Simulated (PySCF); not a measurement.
## La(NH2)3: from a saddle point downhill

PySCF 2.14.0, RKS PBE0, La lcecp-1-SVP with ECP46, N def2-SVP, H def2-SVP; non-relativistic Hamiltonian with scalar-relativistic core potentials where named; density fitting; no spin-orbit coupling. Relaxed within the symmetry of its start, the geometry (D3h) is

```xyz
10

La    0.0000    0.0000    0.0000
N     2.3315    0.0000    0.0000
H     2.9617    0.0000    0.8046
H     2.9617    0.0000   -0.8046
N    -1.1657    2.0191    0.0000
H    -1.4808    2.5649    0.8046
H    -1.4808    2.5649   -0.8046
N    -1.1657   -2.0191    0.0000
H    -1.4809   -2.5649    0.8046
H    -1.4809   -2.5649   -0.8046
```

and its lowest harmonic modes are -469, -469, -435, -129, 97, 97 cm⁻¹ (negative: unstable). It was moved along the lowest mode and relaxed again, within the group Cs that the move left.

(1) Where does it end, and how much lower?

(2) How do the contacts change?

(3) Is the end a minimum?

State: singlet in the valence, with the 4f electrons in the core potential.

Answers

(1) In Cs, 0.777 eV lower, after 33 steps:
```xyz
10

La    0.0429    0.0001   -0.6486
N     2.2301    0.0000    0.0774
H     2.4881   -0.0002    1.0667
H     3.1170    0.0001   -0.4282
N    -1.1167    1.9187   -0.1546
H    -0.6972    2.7840    0.1907
H    -2.1251    2.0571   -0.0683
N    -1.1167   -1.9186   -0.1554
H    -0.6972   -2.7841    0.1895
H    -2.1251   -2.0571   -0.0692
```

(2) 
```
     contact  saddle (Å)  end (Å)
La1–N2 (NH2)       2.331    2.305
La1–N5 (NH2)       2.331    2.296
La1–N8 (NH2)       2.331    2.296
```


(3) No, 1 of the modes stay unstable (below −25 cm⁻¹); lowest modes -272, 59, 102, 108, 262, 302 cm⁻¹.
